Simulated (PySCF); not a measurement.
O2, charge +1, doublet, at a GFN2-xTB geometry (a state made from the parent by changing its charge; the spin is typed, not shown lowest). Base run: PySCF with HF/def2-TZVP.

PySCF was given this input:
```python
from pyscf import gto, scf, solvent

mol = gto.M(
    atom='''
O    -0.00000000   -0.00000000   -0.54957279
O     0.00000000    0.00000000    0.54957279
''',
    basis='def2-tzvp',
    charge=1,
    spin=1,
    verbose=3,
)

mf = scf.UHF(mol)
mf.kernel()
mf.analyze()
```

The base run was repeated with changes; each row names its change, and settings that it needs were set with it.

| change | ΔE vs base (kcal/mol) |
|---|---|
| base | 0.000 |
| model = IEF-PCM; solvent = methanol | -79.6 |
| model = IEF-PCM; solvent = water | -81.1 |
| model = IEF-PCM; solvent = chloroform; vdw_scale = 1.4 | -55.77 |
| model = IEF-PCM; solvent = chloroform; r_probe = 0.5 | -51.39 |
| model = IEF-PCM; solvent = chloroform; vdw_scale = 1.0 | -77.5 |
| model = IEF-PCM; solvent = dimethylsulfoxide | -80.4 |
| model = IEF-PCM; solvent = chloroform | -64.6 |
| model = ddCOSMO; solvent = chloroform | -61.61 |
| model = COSMO; solvent = chloroform | -58.49 |
| model = IEF-PCM; solvent = toluene | -47.35 |
| model = SS(V)PE; solvent = chloroform | -64.1 |

The base is the gas phase, so ΔE is the electrostatic part of solvation at a fixed geometry, without cavity and dispersion terms.

Open shells are given as the SCF converged; they aren't shown to be the lowest states, and a large step between rows can be another state.
